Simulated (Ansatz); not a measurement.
`C=C[SiH](Cl)Cl` + HCl → `Cl[SiH](Cl)Cl` + `C=C` at 400 K and 1 bar (ligand exchange at the Si–C bond).

Computed with Ansatz on PBE0-D4/def2-TZVP structures; ΔE is electronic, products minus reactants. CCSD(T)/CBS is the MP2 limit (def2-TZVPP, def2-QZVPP) plus CCSD(T) − MP2 in def2-TZVPP, frozen cores. This one scheme is used for every species. Each species was taken in one conformer, which may not be the lowest.

```tsv
species	CCSD(T)/CBS energy (Eh)	H − E (kJ/mol)	S (J/(mol·K))
`C=C[SiH](Cl)Cl`	-1287.23514	175.9	383.7
HCl	-460.38127	29.6	195.4
`Cl[SiH](Cl)Cl`	-1669.16736	61.5	337.8
`C=C`	-78.48111	149.4	232.7
```

H − E and S are ideal-gas, rigid-rotor, harmonic terms from PBE0-D4/def2-TZVP, for one conformer and one mirror image of each species. 1 Eh = 2625.50 kJ/mol, R = 8.31446 J/(mol·K).

Problem. By hand: ΔE, ΔH, ΔS and ΔG.

Solution. ΔE = (-1669.16736) + (-78.48111) − (-1287.23514) − (-460.38127) = -0.03206 Eh = -84.2 kJ/mol. Δ(H − E) = 61.5 + 149.4 − 175.9 − 29.6 = 5.4, so ΔH = -78.8 kJ/mol. ΔS = 337.8 + 232.7 − 383.7 − 195.4 = -8.6 J/(mol·K). ΔG = -78.8 − 400 × (-8.6)/1000 = -75.4 kJ/mol.

Problem. By hand: the equilibrium constant, and the temperature at which ΔG would vanish if ΔH and ΔS stayed fixed.

Solution. log₁₀ K = −ΔG/(RT ln 10) = 9.8. ΔG = 0 at ΔH/ΔS = 9163 K, far beyond where these terms or the molecules hold.

The number of gas molecules stays the same, so ΔS is small and ΔH decides. A doubt of 5 kJ/mol in ΔE shifts log₁₀ K by 0.7 here. Other conformers and mirror images would add mixing entropy, several J/(mol·K) or more a flexible species. These are equilibria of isolated gas molecules and say nothing of rates. Largest T1 diagnostic: 0.011 (customary marks: 0.02 for closed shells, 0.045 for open ones).
